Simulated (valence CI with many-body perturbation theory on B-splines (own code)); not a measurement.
**Rb XXIV: key properties**

Computed by valence CI with perturbative core correlation (CI+MBPT): four valence electrons over a frozen Dirac-Fock core [Ne], a basis of 11 s, 11 p, 9 d, 7 f, 5 g, 2 h, 1 i functions for each j, with the one-electron correlation potential Σ1, the two-electron term Σ2, the three-electron term Σ3, Breit, model QED; selected CI, second order for the rest (own B-spline code, finite nucleus).

No measured levels were compared; by estimate levels of excited configurations hold to 0.05 to 0.15 % of their energy, terms of the ground configuration to about 0.5 %.

Names give the largest LS component (configuration and term), which can be under half, so a name can repeat, a term be missing and a line seem to break the LS rules; names also repeat where a configuration has a term twice.

Rates and lifetimes use the calculated energies. Strong lines usually hold to 10 to 20 %, long lifetimes can be off by a factor of two.

(1) What is the ground level?

(2) Where does the other parity begin?

(3) How well does LS coupling describe the low levels?

(4) Name the longest-lived excited levels whose lifetime is computed, and their main decay.

(5) What is the ionisation energy?

## Answers

(1) 3s2 3p2 3P_0, composition 83 % 3s2 3p2 3P + 15 % 3s2 3p2 1S.

(2) At 3s 3p3 5S°_2, 501850 cm⁻¹.

(3) Among the lowest 20 levels the leading LS term, summed over configurations, holds 72 % on average. For single configurations the figures are 66 % in LS and 72 % in jj coupling. Terms mix most in the J = 2 level at 793780 cm⁻¹, where the leading one holds 37 %.

(4) 3s2 3p2 3P_2 at 107700 cm⁻¹ lives 5.78 ms, mostly by M1 to 3s2 3p2 3P_1; 3s2 3p2 3P_1 at 79992 cm⁻¹ lives 128 μs, mostly by M1 to 3s2 3p2 3P_0; 3s2 3p2 1D_2 at 210970 cm⁻¹ lives 41.8 μs, mostly by M1 to 3s2 3p2 3P_1. The lifetime of 3s2 3p 3d 3F°_4 is too uncertain to give, and may be longer.

(5) 1079.4 eV; NIST lists 1080 ± 3 eV (semi-empirical).
